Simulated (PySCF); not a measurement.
## Co(2+): ionisation energy

Co(2+) [Ar] 3d7 (4F) → Co(3+) [Ar] 3d6 (5D), as a difference of total energies. All numbers are calculated (PySCF 2.14, no relativity, point nucleus, in dyall-av2z). Correlated levels: valence: [Ar] frozen; virtual orbitals above 40 to 60 times the deepest correlated orbital energy dropped. The calculations carry no spin-orbit coupling.

| method | ionisation energy (eV) | plus first-order spin-orbit estimate | difference from reference of that sum (eV) |
| --- | --- | --- | --- |
| UHF | 31.411 | 31.437 | -2.063 |
| LDA | 34.587 | 34.613 | +1.113 |
| PBE | 34.356 | 34.382 | +0.882 |
| PBE0 | 33.911 | 33.937 | +0.437 |
| r2SCAN | 33.962 | 33.989 | +0.489 |
| HSE06 | 33.927 | 33.954 | +0.454 |
| r2SCAN0 | 33.665 | 33.691 | +0.191 |
| B97-3 | 33.883 | 33.909 | +0.409 |
| MN15 | 33.651 | 33.677 | +0.177 |
| MP2 (valence) | 33.057 | 33.083 | -0.417 |
| SCS-MP2 (valence) | 33.126 | 33.152 | -0.348 |

Reference: 33.5 ± 0.06 eV (semi-empirical (NIST evaluation); NIST Atomic Spectra Database, ionization energies).

A first-order spin-orbit estimate (lowest level to lowest level, LS coupling) adds 0.026 eV.

These non-relativistic numbers lack the scalar-relativistic shift.

Errors of the correlated levels include the incompleteness of this basis and the frozen core.
